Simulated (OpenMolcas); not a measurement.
# P II: from CASSCF to CASPT2

```
Program             : OpenMolcas
Basis               : ANO-RCC-VQZP [6s5p3d2f1g]
Scalar Hamiltonian  : DKH2, point nucleus
Active space        : 2 electrons in 3 orbitals (3p)
State averaging     : 2S+1 = 3 even, 3 roots; 2S+1 = 1 even, 6 roots
Spin-orbit coupling : state interaction with AMFI integrals over the reference wave functions, term energies averaged over their components
```

Methods on the same reference wave functions:
A. CASSCF
B. SS-CASPT2, IPEA 0.25 Eh, imaginary shift 0.1 Eh (closed shells correlated: 2s 2p 3s)

Energies in eV above 3s² 3p² ³P₀, the measured ground level; measured values from NIST Handbook of Basic Atomic Spectroscopic Data.

```json
{"Level": "3s² 3p² ³P₀", "A": "0.0000", "B": "0.0000", "Measured": "0.0000"}
{"Level": "3s² 3p² ³P₁", "A": "0.0179", "B": "0.0181", "Measured": "0.0204"}
{"Level": "3s² 3p² ³P₂", "A": "0.0519", "B": "0.0520", "Measured": "0.0582"}
{"Level": "3s² 3p² ¹D₂", "A": "1.4396", "B": "1.059", "Measured": "1.1013"}
{"Level": "3s² 3p² ¹S₀", "A": "3.5124", "B": "2.632", "Measured": "2.6750"}
```

Deviations, from unrounded energies. A percentage is the sum of absolute deviations over the sum of measured energies, with the sign that they share, or ± where signs differ.

| Against measurement | Levels | A | B |
| --- | --- | --- | --- |
| mean absolute deviation (cm-1) | 4 | 2400 | 190 |
| fine structure of the ground term (%) | 2 | -11.2 | -10.8 |
| other terms of the ground configuration (%) | 2 | +31.1 | -2.3 |

B lies closest to measurement on these levels. The largest miss of B in the table is 3s² 3p² ¹S₀, by -350 cm-1. The ranking rests on the paired levels alone, and a cruder setting can come out closer through cancelling errors.

From A to B the spin-free energies of the other terms of 3s² 3p² shown, above ³P, scale by factors of 0.73 to 0.75.

The lowest spin-free term lies below A's lowest term by 0.114 hartree in B.

Term energies are means over components that CASPT2 splits; among the terms shown or strongly mixed into the levels shown the widest spread is 93 cm-1 (3s² 3p² ¹D, B). With the s shell closed, the reference lacks s² → p² mixing. Without dynamic correlation excited terms often stand tens of per cent too high (terms of higher spin than the ground term too low), and those without a measured partner can miss by more than the paired ones (holds for A). Measured partners are found by configuration, term and J. A level has none where our copy of the source lacks it or the pairing is in doubt (some pairs that miss far off the trend of their configuration count as doubtful), and it then counts in no deviation. Levels of configurations outside the active space are missing.
